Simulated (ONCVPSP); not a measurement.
# cadmium (Cd): one change to an ONCV potential, before and after

```
Element                 : Cd
Generator               : ONCVPSP 4.0.1
Type                    : optimised norm-conserving Vanderbilt (ONCV)
Functional              : PBE
Relativity              : fully relativistic
Frozen core             : [Ar] 3d10
Valence charge          : 20
Reference configuration : 4s2 4p6 4d10 5s2
Partial waves           : 4s+5s: rc 1.65 bohr, ncon 3, nbas 7, qcut 7.1 1/bohr, 2 projectors; 4p: rc 1.30 bohr, ncon 4, nbas 8, qcut 10.9 1/bohr, 2 projectors, debl 3.2 Ha; 4d: rc 1.35 bohr, ncon 4, nbas 9, qcut 13.7 1/bohr, 2 projectors, debl 1.1 Ha; f scattering state at 0.34 Ha: rc 1.30 bohr, ncon 4, nbas 8, qcut 7.8 1/bohr, local
Local potential         : the f channel
Core correction         : polynomial model core, fcfact 0.25
```

Open shells are filled in proportion to 2j + 1.

All-electron outer shells of the reference configuration (PBE, scalar-relativistic, ld1.x):

```tsv
shell	level (eV)	outermost node (bohr)	outermost maximum (bohr)
3d	-393.64	–	0.27
4s	-105.92	0.43	0.79
4p	-66.97	0.43	0.84
4d	-11.73	0.42	0.98
5s	-5.66	1.07	2.35
```

Change: p: rc 1.74.

Cutoffs: the cutoffs (Ha) at which the residual kinetic energy of the hardest occupied pseudo-wave falls to 1 and 0.1 mHa per electron; they do not see the model core or the augmentation charge, which bear on the density cutoff. Errors are all-electron minus pseudo energies relative to the spin-unpolarised reference configuration.

Predict the effect on cutoff, ghosts and configuration errors.

The potential gets neither clearly harder nor softer (42 Ha and 53 Ha → 42 Ha and 53 Ha); a bound ghost appears in p, which as a rule spoils a file; of the 4 tests that both files solve, the error grows in 0 and shrinks in 2 by more than 15 % and 0.3 meV (median size 5.4 → 4.1 meV).

| quantity | base | changed |
| --- | --- | --- |
| cutoff, loose | 42 Ha | 42 Ha |
| cutoff, tight | 53 Ha | 53 Ha |
| loose cutoff by channel | s 14 Ha, p 40 Ha, d 42 Ha | s 14 Ha, p 22 Ha, d 42 Ha |
| bound ghosts | none | p3/2, p1/2 |
| GHOST(+) flags under 300 eV | none | none |
| error for 4s2 4p6 4d10 5s1, meV [ΔE 9.27 eV] | -0.7 | -0.7 |
| error for 4s2 4p6 4d10 5s0, meV [ΔE 26.40 eV] | -5.9 | -5.7 |
| error for 4s2 4p6 4d9 5s0, meV [ΔE 64.41 eV] | -4.9 | -3.8 |
| error for 4s2 4p6 4d10 5s0 5p2, meV [ΔE 9.66 eV] | -5.9 | -4.5 |
| s: phases at 1.68 bohr within 0.05 rad from the reference energy up to (Ha; the scan ends near 5) | to the end of the scan | to the end of the scan |
| d5/2: phases at 1.37 bohr within 0.05 rad from the reference energy up to (Ha; the scan ends near 5) | to the end of the scan | to the end of the scan |
| d3/2: phases at 1.37 bohr within 0.05 rad from the reference energy up to (Ha; the scan ends near 5) | to the end of the scan | to the end of the scan |
| f7/2: phases at 1.32 bohr within 0.05 rad from the reference energy up to (Ha; the scan ends near 5) | 3.0 | 3.0 |
| f5/2: phases at 1.32 bohr within 0.05 rad from the reference energy up to (Ha; the scan ends near 5) | 2.8 | 2.8 |
| rms error of d²Exc/dni dnj with the model core, mHa | 3.54 | 3.48 |

Base: These tests converged, but a pseudo level misses the all-electron one widely, so the file describes the atom poorly there or has found another state: 4s2 4p6 4d10 5s0 5p2: empty 5s by 13.4 eV. Changed file: These tests converged, but a pseudo level misses the all-electron one widely, so the file describes the atom poorly there or has found another state: 4s2 4p6 4d10 5s0 5p2: empty 5s by 13.4 eV. A true bound ghost makes a file unfit for plane-wave use even where its test errors are small: the radial tests pick states by their node count and pass the ghost by.
